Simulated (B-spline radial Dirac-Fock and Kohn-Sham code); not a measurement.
# Ionisation of each subshell: Cd³³⁺

System: the Cd³³⁺ ion in the configuration [Ne] 3s2 3p3; nuclear rms radius 4.6087 fm (A = 114).

These are calculated numbers from a radial atomic solver; the model is multi-electron Dirac-Fock with separately optimised hole states, Breit and Lamb-shift corrections added in first order. The model has no electron correlation. Energies are counted from the vacuum level. Subshells whose hole state is unreliable or did not converge are left out.

All terms are in eV, carry their sign (relaxation lowers the binding energy) and add up to the binding energy; ⟨r⟩ is the mean radius of the orbital in the initial state.

```csv
subshell,−ε (Koopmans),relaxation,Gaunt,retardation,QED,binding energy,⟨r⟩ (bohr)
K (1s),28689.3,-26.91,-61.01,4.73,-28.22,28577.9,0.030
L1 (2s),5819.2,-5.34,-5.84,0.34,-3.55,5804.9,0.129
L3 (2p3/2),5342.7,-6.71,-7.11,1.23,-0.11,5330.0,0.114
M1 (3s),2214.8,-0.57,-1.36,0.13,-0.90,2212.1,0.319
"M2,3 (3p)",2090.1,-0.63,-1.86,0.35,-0.01,2087.9,0.312
```

For the deepest level, K (1s), the Breit terms make up -0.197 % of the binding energy, QED -0.099 % and orbital relaxation -0.094 %.

Going to the tabulated ground configuration of the next ion removes an electron from M2,3 (3p), computed at 2087.9 eV. NIST lists 2091 ± 8 eV as the ionisation energy of this species (semi-empirical), +3.08 eV from the computed value, within the stated uncertainty.
